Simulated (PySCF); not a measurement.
Assigning NMR signals

Bonds (- single, = double, # triple, : aromatic): C1-S2, S2-Si3, Si3-C4, C4-C5, C4-C6, C4-C7. C1 carries H8, H9, H10; Si3 carries H11, H12; C5 carries H13, H14, H15; C6 carries H16, H17, H18; C7 carries H19, H20, H21.

Method: NMR shieldings at PBE0/pcSseg-1/GIAO, geometry: PBE0-D3(BJ)/def2-SVP, in PySCF 2.14 (fast rotation and ring inversion assumed for equivalent nuclei, in vacuum, no relativistic terms, single conformer).

Chemical shifts δ = σref − σ; ¹³C and ¹H vs TMS, all at this level.

**Question.** Assign these signals to the numbered atoms. ¹³C{¹H} NMR (computed): δ 28.4 (CH3), 18.8 (C), 13.7 (CH3).

**Answer.** 
```tsv
δ (ppm)	atoms	environment	reason
28.4	C5/C6/C7	methyl carbon	saturated and bonded to C and H only
18.8	C4	fully substituted sp3 carbon bonded to Si	–
13.7	C1	methyl carbon bonded to S	–
```

**Question.** Assign these signals to the numbered atoms. ¹H NMR (300 MHz, computed): δ 4.51 (s, 2H), 1.93 (s, 3H), 1.05 (s, 9H).

**Answer.** 
| δ (ppm) | atoms | environment | reason |
| --- | --- | --- | --- |
| 4.51 | H11/H12 | hydrogen on a silicon bonded to C, S | – |
| 1.93 | H8/H9/H10 | hydrogen on a methyl carbon bonded to S | – |
| 1.05 | H13/H14/H15/H16/H17/H18/H19/H20/H21 | hydrogen on a methyl carbon | – |

Shifts are as computed. Against solution values, carbons near 30 ppm lie about +2 ppm off and those near 130 ppm about +5 ppm. Of 1211 compounds with measured shifts, 218 miss one by over three times the rms of a fit or turn the order of signals round; such compounds aren't used in these exercises. No couplings were computed; multiplicities are counted from neighbouring protons, with m where these are inequivalent, close in shift, in a saturated or five-membered ring or joined by F or P, and br s for small geminal =CH2 splittings.
